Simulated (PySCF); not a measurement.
SbH₂Br, SMILES [SbH2][Br]. Geometry: PBE0-D3(BJ)/def2-TZVP. The def2 effective core potentials stand for the cores of Sb; spin–orbit coupling is left out.

### Question
Give the equilibrium geometry at PBE0-D3(BJ)/def2-TZVP (PySCF confirms it by a frequency run) as Cartesian coordinates in Å, and its point group. (Estimate from the structure and the level; the computed values follow.)

### Answer
point group Cs.
```xyz
4

Sb     0.9965     0.0478     0.0000
H      1.1471    -1.1495     1.2138
H      1.1471    -1.1495    -1.2138
Br    -1.5176    -0.0039     0.0000
```
